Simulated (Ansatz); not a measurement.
Isolated molecules relaxed with PBE0-D4/def2-TZVP in Ansatz; ΔE leaves out vibrations. CBS: MP2 limit from def2 TZ/QZ plus the TZ coupled-cluster correction, frozen cores. This one scheme is used for every species. Functionals use def2-TZVPP. B3LYP here is the variant with VWN-RPA as its local correlation; programs differ in this. HSE06 is defined as in plane-wave codes. Each species was taken in one conformer, which may not be the lowest.

Reaction (cleavage of the Si–Si bond): `C[SiH](F)[SiH2]N` + HCl → `C[SiH](F)Cl` + `N[SiH3]`

Task: Is it downhill or uphill in electronic energy at CCSD(T)/CBS, and by how much? (An estimate is asked.)

Result: Computed: Downhill: ΔE = -30.1 kcal/mol.

Task: What do these levels give: PBE0-D4, B3LYP-D4, revPBE, B3LYP, HSE06, MP2/def2-SVP? (An estimate is asked.)

Result: The calculation gave: PBE0-D4 -27.8, B3LYP-D4 -29.2, revPBE -27.1, B3LYP -30.5, HSE06 -28.6, MP2/def2-SVP -31.4 kcal/mol.

Task: What do rigid-rotor, harmonic-oscillator terms from PBE0-D4/def2-TZVP frequencies (298.15 K, 1 bar) make of the CCSD(T)/CBS value? (Estimate.)

Result: Computed: ΔZPE = +1.2 kcal/mol, ΔH = -29.8 kcal/mol, ΔS = 9 J/(mol·K), ΔG = -30.4 kcal/mol. Modes under 50 cm⁻¹ make the entropy rough.

Largest T1 diagnostic among the species: 0.011.

From PBE to PBE0 (25 % exact exchange), in def2-TZVPP and without D4, ΔE moves by −1.5 kcal/mol. In def2-TZVPP, CCSD(T) changes the Hartree–Fock value by +5.0 kcal/mol (the triples alone add +0.4 kcal/mol) and MP2 by +2.6 kcal/mol. At CCSD(T), def2-SVP lies +0.8 kcal/mol from the extrapolated value and def2-TZVPP +0.4 kcal/mol.
